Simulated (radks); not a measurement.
Values are calculated unless marked as measured or tabulated.
Q: The table gives one normalised radial function P(r) = r R(r) (large component) of Tb2+ in [Xe] 4f7 5d1 6p1 (r in bohr). Code: a radial shooting solver on a logarithmic mesh with Libxc functionals. Model: Dirac Kohn-Sham, PBE, spin-unpolarised, spherical densities, finite nucleus; open shells fill j = l - 1/2 first; Fermi nuclear charge, rms radius 5.06 fm.

| r | P |
|---|---|
| 0.002247 | 0.0031 |
| 0.002637 | 0.0042 |
| 0.00307 | 0.0056 |
| 0.003574 | 0.0074 |
| 0.004161 | 0.0097 |
| 0.004844 | 0.0128 |
| 0.005684 | 0.0170 |
| 0.006617 | 0.0221 |
| 0.007703 | 0.0287 |
| 0.008968 | 0.0369 |
| 0.01052 | 0.0478 |
| 0.01225 | 0.0606 |
| 0.01426 | 0.0760 |
| 0.0166 | 0.0943 |
| 0.01933 | 0.1154 |
| 0.02268 | 0.1400 |
| 0.02641 | 0.1649 |
| 0.03074 | 0.1893 |
| 0.03579 | 0.2108 |
| 0.04167 | 0.2256 |
| 0.04889 | 0.2290 |
| 0.05692 | 0.2152 |
| 0.06627 | 0.1799 |
| 0.07714 | 0.1200 |
| 0.08981 | 0.0359 |
| 0.1054 | -0.0723 |
| 0.1227 | -0.1801 |
| 0.1428 | -0.2725 |
| 0.1663 | -0.3251 |
| 0.1936 | -0.3147 |
| 0.2272 | -0.2213 |
| 0.2645 | -0.0594 |
| 0.3079 | 0.1445 |
| 0.3584 | 0.3408 |
| 0.4172 | 0.4703 |
| 0.4896 | 0.4795 |
| 0.57 | 0.3456 |
| 0.6636 | 0.0914 |
| 0.7725 | -0.2298 |
| 0.8994 | -0.5479 |
| 1.055 | -0.8074 |
| 1.229 | -0.9364 |
| 1.43 | -0.9380 |
| 1.665 | -0.8310 |
| 1.954 | -0.6470 |
| 2.275 | -0.4546 |
| 2.648 | -0.2843 |
| 3.083 | -0.1569 |
| 3.589 | -0.0755 |
| 4.212 | -0.0294 |
| 4.903 | -0.0099 |
| 5.708 | -0.0027 |
| 6.645 | -0.0006 |
| 7.736 | -0.0001 |
| 9.079 | 0.0000 |
| 10.57 | 0.0000 |
| 12.3 | 0.0000 |

Which n and l does it have? It may be an empty orbital.

A: n = 5, l = 1: the number of nodes gives n - l - 1 = 3, the rise at small r points to l (this Dirac orbital starts outside the nucleus as r^gamma with gamma = sqrt((l + 1)^2 - (Z/c)^2) = 1.94; the j = 3/2 orbital of l + 1 starts with the same power, but with a smaller coefficient, and then steepens), and the extent must fit the shell. The curve is that of 5p3/2; the two j differ most near the nucleus, where j = l - 1/2 has the larger amplitude, and in heavy atoms j = l - 1/2 is also the more compact. 5p3/2: eigenvalue -46.763 eV, 3 radial nodes at r = 0.0949, 0.277, 0.694 bohr, <r> = 1.50 bohr, 90 % of the charge inside 2.19 bohr.
